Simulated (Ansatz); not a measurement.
`C/C=C(\O)[SiH3]` → `CC1(O)C[SiH2]1`  (isomerisation)

Computed with Ansatz on PBE0-D4/def2-TZVP structures; ΔE is electronic, products minus reactants. CCSD(T)/CBS is the MP2 limit (def2-TZVPP, def2-QZVPP) plus CCSD(T) − MP2 in def2-TZVPP, frozen cores. Functionals use def2-TZVPP. Each species was taken in one conformer, which may not be the lowest.

```
       level  ΔE (kJ/mol)
     PBE0-D4         45.7
HF/CBS(def2)         87.3
```

**Question.** What does CCSD(T)/CBS give? (Estimate.)

**Answer.** Ansatz gave: +55.2 kJ/mol. The listed levels differ from it by -9.5, 32.1 kJ/mol.

Largest T1 diagnostic among the species: 0.012.

In def2-TZVPP, CCSD(T) changes the Hartree–Fock value by −30.5 kJ/mol (the triples alone add −1.7 kJ/mol) and MP2 by −38.7 kJ/mol.
